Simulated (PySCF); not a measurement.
# Radial density of Ne(2+) (neon, charge +2)

B97-3, [He] 2s2 2p4, high-spin 3P determinant. All numbers are calculated (PySCF 2.14, no relativity, point nucleus, in dyall-acv3z).

| r (bohr) | 4πr²ρ (e/bohr) | 4πr²(ρα − ρβ) |
| --- | --- | --- |
| 0.00203 | 0.03125 | 0.0000 |
| 0.00342 | 0.08605 | 0.0000 |
| 0.00575 | 0.2323 | 0.0001 |
| 0.00968 | 0.6077 | 0.0002 |
| 0.0163 | 1.506 | 0.0005 |
| 0.0274 | 3.415 | 0.0017 |
| 0.0461 | 6.668 | 0.0081 |
| 0.0775 | 10.16 | 0.0403 |
| 0.130 | 10.39 | 0.1925 |
| 0.219 | 6.394 | 0.7129 |
| 0.369 | 5.225 | 1.7862 |
| 0.620 | 7.121 | 2.3672 |
| 1.04 | 3.946 | 1.2098 |
| 1.75 | 0.5243 | 0.1498 |
| 2.95 | 0.007966 | 0.0019 |
| 4.96 | 1.450e-05 | 0.0000 |
